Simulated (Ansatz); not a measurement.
`FC(F)CC(F)F` and `CC(F)(F)CC(F)F` differ in one atom or group.

Ansatz, PBE0-D4/def2-TZVP geometries, multiplicity 1. Each molecule was computed in one conformer, which needn't be the lowest.

| property | `FC(F)CC(F)F` |
| --- | --- |
| size of the dipole moment (ωB97M-V/def2-TZVPP) / D | 0.23 |
| LUMO energy (ωB97M-V/def2-TZVPP) / eV | 3.06 |
| LUMO energy (PBE0/def2-TZVPP) / eV | 1.59 |
| LUMO energy (PBE/def2-TZVPP) / eV | 0.67 |
| HOMO–LUMO gap (PBE/def2-TZVPP) / eV | 8.75 |
| HOMO–LUMO gap (B3LYP/def2-TZVPP) / eV | 10.90 |

(1) Give the same properties after the change, and the shifts. (Estimate.)

## Answers

(1) Ansatz gave: 
```json
{"property": "size of the dipole moment (ωB97M-V/def2-TZVPP) / D", "`CC(F)(F)CC(F)F`": "0.83", "shift": "0.60"}
{"property": "LUMO energy (ωB97M-V/def2-TZVPP) / eV", "`CC(F)(F)CC(F)F`": "2.71", "shift": "-0.35"}
{"property": "LUMO energy (PBE0/def2-TZVPP) / eV", "`CC(F)(F)CC(F)F`": "1.28", "shift": "-0.31"}
{"property": "LUMO energy (PBE/def2-TZVPP) / eV", "`CC(F)(F)CC(F)F`": "0.44", "shift": "-0.23"}
{"property": "HOMO–LUMO gap (PBE/def2-TZVPP) / eV", "`CC(F)(F)CC(F)F`": "8.43", "shift": "-0.32"}
{"property": "HOMO–LUMO gap (B3LYP/def2-TZVPP) / eV", "`CC(F)(F)CC(F)F`": "10.47", "shift": "-0.43"}
```

With PBE0 the HOMO rises by 0.13 eV and the LUMO falls by 0.31 eV, so the gap narrows by about 0.44 eV. PBE moves the HOMO by 0.10 eV and ωB97M-V by 0.14 eV. The zero-point energy changes by 71.6 kJ/mol with +9 modes. Dipoles are sizes alone; their direction can turn.

B3LYP here is the variant with VWN-RPA as its local correlation; programs differ in this.
